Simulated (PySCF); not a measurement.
Molecule: sum formula H$_{4}$SiNO$_{3}$, net charge -1, singlet state. It need not be the lowest isomer of its formula. Whether it binds its extra electron was not tested at this geometry. 
Geometry from a B3LYP-D3(BJ)/def2-TZVP (Ansatz) optimisation:
SMILES: N[Si]([O-])(O)O
```xyz
9

N     -1.4209    -0.9444    -0.1686
Si     0.0567    -0.0383     0.1413
O      0.4948     0.0010     1.6328
O     -0.1224     1.5473    -0.4932
O      1.0567    -0.7117    -1.0475
H     -1.8501    -0.7837    -1.0709
H     -2.1147    -0.8187     0.5555
H     -0.0487     2.1310     0.2679
H      1.7340    -0.0743    -1.2871
```
Charge -1, spin multiplicity 1.

Dispersion corrections to the total energy (kcal/mol) from the dftd3 and dftd4 libraries through PySCF: D3(BJ) without and D4 with the three-body term, each with the damping fitted for the functional named.

```json
[
 {"functional": "B2PLYP", "D3(BJ)": "-3.20", "D4": "-3.38"},
 {"functional": "TPSS", "D3(BJ)": "?", "D4": "-6.58"},
 {"functional": "TPSSh", "D3(BJ)": "?", "D4": "-5.96"},
 {"functional": "CAM-B3LYP", "D3(BJ)": "-3.02", "D4": "-4.07"},
 {"functional": "BLYP", "D3(BJ)": "-8.37", "D4": "?"},
 {"functional": "PBE", "D3(BJ)": "-3.89", "D4": "-4.86"},
 {"functional": "PW6B95", "D3(BJ)": "-1.96", "D4": "-4.38"}
]
```

Problem. Fill in the missing entries.

Solution. 
- TPSS, D3(BJ): -4.90
- TPSSh, D3(BJ): -4.49
- BLYP, D4: -10.89
